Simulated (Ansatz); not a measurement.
A structure relaxed at PBE0-D4/def2-TZVP in Ansatz, charge 1, doublet:

Cartesian coordinates in Å:
```
Os 0.931 -0.215 0.827
Os -1.256 -0.131 -0.354
O 0.435 -0.875 -0.816
O -0.110 1.222 0.343
```

Problem. Give its formula and point group.

Solution. the cluster Os2O2⁺. Point group C2v (tolerance 0.1 Å).

Problem. Summarise the bond lengths by kind (pairs closer than 1.2 times the sum of covalent radii, bridged metal pairs left out).

Solution. 4 × O–Os 1.84 to 1.91 Å.

In the def2 sets Os takes a core potential; there is no spin–orbit coupling. The charge 1 doublet is spin-contaminated (final ⟨S²⟩ up to 1.85, 0.75 for a pure state). Another isomer (doublet) lies 1.51 eV lower at PBE0-D4/def2-TZVP; other spin states weren't run for this one.
